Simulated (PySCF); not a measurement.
ISCl3: from structure and modes to constants

These are results of PBE0/[I def2-SVP with ECP28, S def2-SVP, Cl def2-SVP], scalar-relativistic core potentials, density fitting, no spin–orbit coupling, PySCF, not measurements.

The singlet minimum has Cs symmetry. Masses (u): I 126.90447, S 31.97207, Cl 34.96885.

```xyz
5
charge 0 multiplicity 1, angstrom
I     0.0000   -0.1107    0.2849
S     0.0000   -1.8969   -1.0256
Cl    2.4638    0.1004    0.4650
Cl    0.0000    1.9366   -1.0241
Cl   -2.4638    0.1004    0.4650
```

Harmonic wavenumbers (cm⁻¹): 71.8 (a', ×1), 101.8 (a', ×1), 131.8 (a'', ×1), 143.7 (a', ×1), 163.7 (a'', ×1), 273.0 (a', ×1), 313.3 (a', ×1), 334.7 (a'', ×1), 473.9 (a', ×1).

Find the principal moments of inertia and the rotational constants. What kind of rotor is it?

About the centre of mass I = 344.18, 519.88, 673.41 u Å². With B = 16.8576/I this gives 0.04898, 0.03243, 0.02503 cm⁻¹. The molecule is an asymmetric top with κ = -0.38.

What is the harmonic zero-point energy?

Half the sum of all 9 wavenumbers, 2008/2 = 1004 cm⁻¹, which is 12.0 kJ/mol (1 cm⁻¹ = 0.0119627 kJ/mol).

Find the vibrational entropy and heat capacity at 298.15 K.

With u = 1.43878 ω/T, each mode gives S = R[u/(eᵘ−1) − ln(1−e⁻ᵘ)] and C = R u² eᵘ/(eᵘ−1)².
```
ω (cm⁻¹)      u  S (J/(mol K))  C (J/(mol K))
    71.8  0.346          17.17           8.23
   101.8  0.491          14.31           8.15
   131.8  0.636          12.22           8.04
   143.7  0.693          11.53           7.99
   163.7  0.790          10.49           7.90
   273.0  1.317           6.60           7.21
   313.3  1.512           5.63           6.90
   334.7  1.615           5.18           6.72
   473.9  2.287           3.04           5.47
```
The sums over all modes are S = 86.2 and C = 66.6 J/(mol K); the softest mode gives 20 % of the entropy.

Other isomers or separated fragments may lie lower.
